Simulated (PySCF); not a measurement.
PySCF input file for B(Br)(Me)(OH) (CH4BBrO), SMILES B(O)(Br)C, PBE0-D3(BJ)/def2-SVP. Geometry: PBE0-D3(BJ)/def2-SVP. One conformer was computed; it need not be the lowest.

```python
import numpy as np
from pyscf import gto, scf, dft, df
from pyscf.hessian import thermo

mol = gto.M(
    atom='''
    B     0.13454033   -0.95214560    0.00000000
    Br   -0.07648581    0.99018470   -0.00000000
    C    -1.12508082   -1.87118641   -0.00000000
    H    -1.75309785   -1.66158421    0.88064675
    H    -0.85201053   -2.93591474    0.00000000
    H    -1.75309784   -1.66158422   -0.88064675
    O     1.38056890   -1.45393006   -0.00000000
    H     2.06844159   -0.77809441    0.00000000
    ''',
    basis='def2-SVP',
    charge=0,
    spin=0,
    max_memory=1600,
    verbose=3,
)
mf = dft.RKS(mol, xc='pbe0').density_fit(auxbasis='def2-universal-jkfit')
mf.disp = 'd3bj'
mf.grids.level = 3
mf.conv_tol = 1e-11
mf.max_cycle = 100
mf.kernel()

# [left out here: the lines that compute and print the analytic Hessian (its translational invariance restored by hand, since the grid's response is missing), thermochemistry and intensities]
```

Program output:

```
converged SCF energy = -2713.97800489802

WARN: DFTD3 does not support analytical Hessian, using finite difference


WARN: Mole.unit (angstrom) is changed to Bohr

Mode                                 0                   1                   2
Irrep
Freq [cm^-1]                       81.7353            255.4222            328.2429
Reduced mass [au]                   1.0416              3.0011              5.1315
Force const [Dyne/A]                0.0041              0.1154              0.3257
Char temp [K]                     117.5989            367.4957            472.2684
Normal mode                   x     y     z       x     y     z       x     y     z
       0   B                 0.00 -0.00 -0.01    0.09  0.00  0.00   -0.06  0.01 -0.00
       1  Br                -0.00  0.00 -0.01   -0.03 -0.03  0.00    0.02 -0.04  0.00
       2   C                 0.00  0.00 -0.01   -0.02  0.17  0.00   -0.07  0.01 -0.00
       3   H                 0.34 -0.36  0.32    0.02  0.31 -0.00   -0.06  0.04 -0.00
       4   H                -0.00 -0.00 -0.51   -0.25  0.12  0.00   -0.12  0.00 -0.00
       5   H                -0.34  0.36  0.32    0.02  0.31  0.00   -0.06  0.04  0.00
       6   O                 0.00 -0.00  0.04    0.08 -0.02 -0.00    0.00  0.18  0.00
       7   H                 0.00 -0.00  0.09    0.10 -0.04 -0.00   -0.14  0.33  0.00
Mode                                 3                   4                   5
Irrep
Freq [cm^-1]                      409.9530            531.0700            636.8934
Reduced mass [au]                   2.1427              4.0440              1.2046
Force const [Dyne/A]                0.2122              0.6720              0.2879
Char temp [K]                     589.8311            764.0915            916.3479
Normal mode                   x     y     z       x     y     z       x     y     z
       0   B                 0.00  0.00 -0.22    0.02 -0.16 -0.00   -0.00  0.00 -0.07
       1  Br                -0.00 -0.00  0.01   -0.00  0.04  0.00   -0.00 -0.00  0.00
       2   C                 0.00  0.00  0.01   -0.10 -0.09  0.00    0.00  0.00 -0.01
       3   H                 0.24  0.25  0.12   -0.07  0.06 -0.01    0.01 -0.00 -0.00
       4   H                 0.00  0.00  0.28   -0.36 -0.16  0.00   -0.00  0.00 -0.03
       5   H                -0.24 -0.25  0.12   -0.07  0.06  0.01   -0.01  0.00 -0.00
       6   O                -0.00 -0.00  0.05    0.10 -0.01  0.00    0.00 -0.00  0.09
       7   H                 0.00 -0.00  0.25   -0.03  0.14  0.00   -0.00  0.00 -0.90
Mode                                 6                   7                   8
Irrep
Freq [cm^-1]                      847.8458            871.7324            939.6945
Reduced mass [au]                   1.6880              1.6887              1.4707
Force const [Dyne/A]                0.7149              0.7561              0.7652
Char temp [K]                    1219.8613           1254.2289           1352.0112
Normal mode                   x     y     z       x     y     z       x     y     z
       0   B                 0.03  0.05  0.00    0.00  0.00 -0.15    0.03  0.12  0.00
       1  Br                -0.00 -0.00 -0.00   -0.00 -0.00  0.00    0.00 -0.01 -0.00
       2   C                -0.14  0.05 -0.00   -0.00  0.00  0.13   -0.03 -0.10 -0.00
       3   H                -0.22 -0.38  0.04   -0.39 -0.25 -0.11   -0.06  0.06 -0.05
       4   H                 0.35  0.16  0.00    0.00  0.00 -0.26   -0.37 -0.18  0.00
       5   H                -0.22 -0.38 -0.04    0.39  0.25 -0.11   -0.06  0.06  0.05
       6   O                 0.09 -0.01 -0.00    0.00 -0.00  0.02   -0.00  0.05 -0.00
       7   H                 0.15 -0.07 -0.00    0.00 -0.00  0.14    0.49 -0.47 -0.00
Mode                                 9                  10                  11
Irrep
Freq [cm^-1]                     1153.5630           1308.2828           1403.5062
Reduced mass [au]                   1.8555              1.5416              1.3996
Force const [Dyne/A]                1.4548              1.5546              1.6243
Char temp [K]                    1659.7204           1882.3277           2019.3329
Normal mode                   x     y     z       x     y     z       x     y     z
       0   B                 0.04  0.18  0.00   -0.06  0.08  0.00   -0.13 -0.01 -0.00
       1  Br                -0.00 -0.00  0.00    0.00 -0.00 -0.00    0.00  0.00 -0.00
       2   C                 0.01 -0.05  0.00   -0.10 -0.09 -0.00    0.06 -0.01  0.00
       3   H                -0.13 -0.04 -0.09    0.29  0.34  0.17   -0.37  0.22 -0.35
       4   H                -0.30 -0.13 -0.00    0.40  0.05  0.00    0.24  0.05  0.00
       5   H                -0.13 -0.04  0.09    0.29  0.34 -0.17   -0.37  0.22  0.35
       6   O                 0.03 -0.08 -0.00    0.05 -0.03  0.00    0.06 -0.01 -0.00
       7   H                -0.41  0.41  0.00   -0.02  0.05  0.00    0.09 -0.05  0.00
Mode                                12                  13                  14
Irrep
Freq [cm^-1]                     1428.6394           1466.5686           3062.3885
Reduced mass [au]                   1.0475              2.5597              1.0387
Force const [Dyne/A]                1.2596              3.2437              5.7392
Char temp [K]                    2055.4940           2110.0657           4406.0952
Normal mode                   x     y     z       x     y     z       x     y     z
       0   B                -0.00  0.00  0.02    0.20 -0.02  0.00   -0.00 -0.00  0.00
       1  Br                 0.00 -0.00 -0.00   -0.00 -0.00 -0.00    0.00  0.00 -0.00
       2   C                -0.00  0.00  0.06   -0.05 -0.06  0.00    0.05  0.02 -0.00
       3   H                 0.02  0.47 -0.05   -0.18  0.21 -0.15   -0.33  0.12  0.47
       4   H                 0.00  0.00 -0.71    0.34  0.04 -0.00    0.14 -0.50 -0.00
       5   H                -0.02 -0.47 -0.05   -0.18  0.21  0.15   -0.33  0.12 -0.47
       6   O                 0.00 -0.00 -0.00   -0.09  0.03  0.00    0.00  0.00  0.00
       7   H                 0.00 -0.00 -0.00   -0.10  0.04 -0.00   -0.00 -0.00 -0.00
Mode                                15                  16                  17
Irrep
Freq [cm^-1]                     3151.0916           3178.4711           3885.6514
Reduced mass [au]                   1.0984              1.1043              1.0656
Force const [Dyne/A]                6.4257              6.5730              9.4796
Char temp [K]                    4533.7193           4573.1122           5590.5872
Normal mode                   x     y     z       x     y     z       x     y     z
       0   B                -0.00  0.00 -0.00    0.00 -0.00 -0.00    0.00  0.00  0.00
       1  Br                 0.00 -0.00  0.00   -0.00  0.00 -0.00   -0.00  0.00 -0.00
       2   C                -0.00  0.00 -0.09    0.05 -0.07 -0.00   -0.00 -0.00  0.00
       3   H                -0.39  0.13  0.53   -0.20  0.06  0.29    0.00 -0.00  0.00
       4   H                 0.00 -0.00 -0.01   -0.20  0.78 -0.00   -0.00  0.00 -0.00
       5   H                 0.39 -0.13  0.53   -0.20  0.06 -0.29    0.00 -0.00 -0.00
       6   O                 0.00 -0.00 -0.00   -0.00  0.00  0.00    0.04  0.04  0.00
       7   H                -0.00 -0.00 -0.00   -0.00  0.00  0.00   -0.71 -0.66 -0.00
temperature 298.1500 [K]
pressure 101325.00 [Pa]
Rotational constants [GHz] 8.61724 2.82560 2.15626
Symmetry number 1
Zero-point energy (ZPE) 0.05682 [Eh]   149178.827 [J/mol]
                           tot       elec      trans        rot        vib
Entropy [J/mol/K]       317.273      0.000    168.737    109.696     38.840
Cv [J/mol/K]             71.587      0.000     12.472     12.472     46.644
Cp [J/mol/K]             79.902      0.000     20.786     12.472     46.644
Internal energy [J/mol]                      3718.434   3718.434 155743.989
Internal energy [Eh]   -2713.91585  -2713.97800
Enthalpy [J/mol]                             6197.391   3718.434 155743.989
Enthalpy [Eh]          -2713.91491
Gibbs free energy [J/mol]                  -44111.584 -28987.422 144163.738
Gibbs free energy [Eh] -2713.95094
mode   freq/cm-1   IR/(km/mol)
   1       81.74         1.625
   2      255.42         1.050
   3      328.24        12.212
   4      409.95         1.302
   5      531.07        32.020
   6      636.89       127.590
   7      847.85         3.185
   8      871.73         8.915
   9      939.69        82.445
  10     1153.56       374.460
  11     1308.28        92.211
  12     1403.51       104.245
  13     1428.64         9.304
  14     1466.57       146.030
  15     3062.39         0.139
  16     3151.09         0.729
  17     3178.47         6.243
  18     3885.65        95.939
max |gradient| / (hartree/bohr): 6.522864381635889e-05
APT charges: [ 1.1692 -0.4605 -0.3571  0.0503  0.0198  0.0503 -0.807   0.335 ]
```

The calculation finished and met its thresholds.

Cost: around 100 core-seconds (rough).
